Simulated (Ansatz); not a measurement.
Cost and result up the ladder for Ga5O14H13, a hydroxylated oxide cluster (32 atoms). Total charge 0; singlet. Geometry: PBE-D4/def2-SVP.

```xyz
32

Ga   -1.587   -0.193   -0.568
Ga    1.502   -1.290   -0.105
Ga   -4.324   -0.009    0.903
Ga    0.248    1.063    1.775
Ga    2.592   -0.249   -2.539
O     3.410   -0.850   -0.907
O     3.475   -0.233   -4.103
O     1.994   -2.236    1.379
O    -0.851    0.035   -2.239
O    -1.259    1.308    0.611
O     0.563    2.599    2.667
O     1.694    1.348   -2.136
O     1.225   -1.491   -2.026
O     1.496    0.622    0.389
O     0.000   -0.561    2.634
O    -0.450   -1.507    0.226
O    -3.619    1.477    1.693
O    -3.352   -0.644   -0.438
O    -5.894   -0.582    1.540
H     3.818   -0.138   -0.378
H     3.884   -1.097   -4.294
H     2.958   -2.370    1.406
H    -0.208    0.785   -2.259
H    -2.099    1.597    1.090
H     0.868    2.407    3.572
H     1.995    2.134   -2.626
H     0.308   -1.075   -2.243
H     1.536    1.187   -0.442
H     0.831   -1.096    2.635
H    -0.487   -1.376    1.234
H    -4.077    1.820    2.481
H    -6.191   -1.383    1.068
```

Ansatz on 2 threads of AMD EPYC 7R13 on a shared host and a share (18 GiB) of an NVIDIA H100 80GB HBM3. Times are rough, and most runs start from the orbitals of an earlier one. PBE0-D4/def2-TZVP serves as the yardstick here, not as an exact answer. Differences are given only for rows in sets of like size (and for xTB, whose basis is part of the method), since another set adds its own error. Binding counts from free atoms at the same level (Ga doublet, O triplet, H doublet; other spins of the atoms weren't run), without zero-point energy or a counterpoise term.

B3LYP takes the VWN-RPA correlation. Correlated methods freeze 59 core orbitals; core or outer-core shells of Ga are correlated, in sets that lack core-valence functions. The rows differ in basis, and correlated rows in double-zeta sets carry the largest basis error. Single mean-field runs in def2-SVP, def2-TZVP are fitted with def2-universal-jkfit.

Correlated methods converge slowly with the basis, most of all in double-zeta sets.

```
                            level  functions  wall time
                     HF/def2-TZVP        752       18 s
                 PBE0-D4/def2-SVP        421       19 s
                  PBE-D4/def2-SVP        421       19 s
               B3LYP-D4/def2-TZVP        752       22 s
                     MP2/def2-SVP        421       22 s
                PBE0-D4/def2-TZVP        752       24 s
   PBE-D4/def2-TZVP (with forces)        752       24 s
r2SCAN-D4/def2-TZVP (with forces)        752       26 s
```

Task: Estimate what each level gives for the binding energy per atom (eV).

Result: 
| level | binding energy per atom (eV) | difference from PBE0-D4/def2-TZVP (eV) |
| --- | --- | --- |
| HF/def2-TZVP | 2.53 | -1.29 |
| PBE0-D4/def2-SVP | 3.86 | – |
| PBE-D4/def2-SVP | 4.01 | – |
| B3LYP-D4/def2-TZVP | 3.84 | 0.01 |
| MP2/def2-SVP | 3.84 | – |
| PBE0-D4/def2-TZVP | 3.83 | 0.00 |
| PBE-D4/def2-TZVP (with forces) | 3.96 | 0.13 |
| r2SCAN-D4/def2-TZVP (with forces) | 3.91 | 0.09 |
